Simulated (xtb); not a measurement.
Input for xtb: GFN-FF on AlH7OSi.

```
$ xtb mol.xyz --gfnff --sp --chrg 0 --uhf 0
10

Si     1.44018801     0.49633972     0.00000000
H      2.70028364    -0.27881287     0.00000000
H      1.31111622     1.29952098     1.22350226
H      1.31111622     1.29952098    -1.22350226
O      0.22145500    -0.69749590    -0.00000000
H      0.48759515    -1.62255938    -0.00000000
Al    -1.70710466    -0.19294262    -0.00000000
H     -1.33101494     1.36414049    -0.00000000
H     -2.21681733    -0.83385570     1.36299800
H     -2.21681733    -0.83385570    -1.36299800
```

Output:

```
[...]
           -------------------------------------------------
          |                Calculation Setup                |
           -------------------------------------------------



          ==================== Thresholds ====================
          CN  :   150.00000
          rep :   500.00000
          disp:  2500.00000
          HB1 :   250.00000
          HB2 :   450.00000

          Pauling EN used:
          Z : 1  EN :  2.20
          Z : 8  EN :  3.44
          Z :13  EN :  1.61
          Z :14  EN :  1.90
          electric field strengths (au): 0.000

           -------------------------------------------------
          |           Force Field Initialization            |
           -------------------------------------------------

          distances ...
          ----------------------------------------
          generating topology and atomic info file ...
          pair mat ...
          computing topology distances matrix with Floyd-Warshall algo ...
          making topology EEQ charges ...
          #fragments for EEQ constrain: 1
          ----------------------------------------
          generating topology and atomic info file ...
          pair mat ...
          computing topology distances matrix with Floyd-Warshall algo ...
          making topology EEQ charges ...
          #fragments for EEQ constrain: 1
          rings ...
          # BATM   42
          # H in HB   7

  atom   neighbors  erfCN metchar sp-hybrid imet pi  qest     coordinates
    1  Si      4    3.52   0.07         3    0    0   0.147    2.721561    0.937946    0.000000
    2  H       1    0.95   0.01         0    0    0  -0.012    5.102797   -0.526880    0.000000
    3  H       1    0.96   0.01         0    0    0  -0.012    2.477651    2.455739    2.312084
    4  H       1    0.96   0.01         0    0    0  -0.012    2.477651    2.455739   -2.312084
    5  O       3    2.74   0.00         3    0    0  -0.377    0.418489   -1.318076   -0.000000
    6  H       1    0.98   0.01         0    0    0   0.154    0.921421   -3.066193   -0.000000
    7  Al      4    3.48   0.20         3    1    0   0.152   -3.225960   -0.364609   -0.000000
    8  H       1    0.95   0.01         0    0    0  -0.013   -2.515254    2.577852   -0.000000
    9  H       1    0.95   0.01         0    0    0  -0.013   -4.189178   -1.575759    2.575693
   10  H       1    0.95   0.01         0    0    0  -0.013   -4.189178   -1.575759   -2.575693

          #atoms :   10
          #bonds :   9
          #angl  :   15
          #tors  :   12
          #nmol  :   1
          #optfrag :   1
           -------------------------------------------------
          |                   G F N - F F                   |
          |          A general generic force-field          |
          |                  Version 1.0.3                  |
           -------------------------------------------------
          Number of HB bonds (bound hydrogen)     42
          Number of HB bonds (unbound hydrogen)   0
          Number of XB bonds                      0

 E+G (total)                   0 d,  0 h,  0 min,  0.000 sec
 distance/D3 list               ...        0 min,  0.000 sec (  0.930%)
 non bonded repulsion           ...        0 min,  0.000 sec ( 18.093%)
 dCN                            ...        0 min,  0.000 sec (  9.519%)
 EEQ energy and q               ...        0 min,  0.000 sec (  7.976%)
 D3                             ...        0 min,  0.000 sec ( 11.730%)
 EEQ gradient                   ...        0 min,  0.000 sec (  8.219%)
 bonds                          ...        0 min,  0.000 sec (  9.350%)
Note: The following floating-point exceptions are signalling: IEEE_UNDERFLOW_FLAG IEEE_DENORMAL
normal termination of xtb
 bend and torsion               ...        0 min,  0.000 sec ( 11.243%)
 bonded ATM                     ...        0 min,  0.000 sec (  6.994%)
 HB/XB (incl list setup)        ...        0 min,  0.000 sec (  9.893%)

         :::::::::::::::::::::::::::::::::::::::::::::::::::::
         ::                     SUMMARY                     ::
         :::::::::::::::::::::::::::::::::::::::::::::::::::::
         :: total energy              -0.847502712297 Eh    ::
         :: gradient norm              0.117055106895 Eh/a0 ::
         ::.................................................::
         :: bond energy               -0.856312810608 Eh    ::
         :: angle energy               0.020543623610 Eh    ::
         :: torsion energy             0.000366450542 Eh    ::
         :: repulsion energy           0.037943075863 Eh    ::
         :: electrostat energy        -0.046267084033 Eh    ::
         :: dispersion energy         -0.003748937188 Eh    ::
         :: HB energy                  0.000000000000 Eh    ::
         :: XB energy                  0.000000000000 Eh    ::
         :: bonded atm energy         -0.000027030482 Eh    ::
         :: external energy            0.000000000000 Eh    ::
         :: add. restraining           0.000000000000 Eh    ::
         :: total charge               0.000000000000 e     ::
         :::::::::::::::::::::::::::::::::::::::::::::::::::::

           -------------------------------------------------
          |                Property Printout                |
           -------------------------------------------------

molecular dipole:
                 x           y           z       tot (Debye)
 q only:       -0.050       0.021      -0.000       0.138

           -------------------------------------------------
          | TOTAL ENERGY               -0.847502712297 Eh   |
          | GRADIENT NORM               0.117055106895 Eh/α |
           -------------------------------------------------
########################################################################
[WARNING] Runtime exception occurred
-1- gfnff_setup: Could not read topology file.
########################################################################

------------------------------------------------------------------------
------------------------------------------------------------------------
 total:
 SCF:
```

The run finished.

Cost: very roughly 0.03 core-seconds.
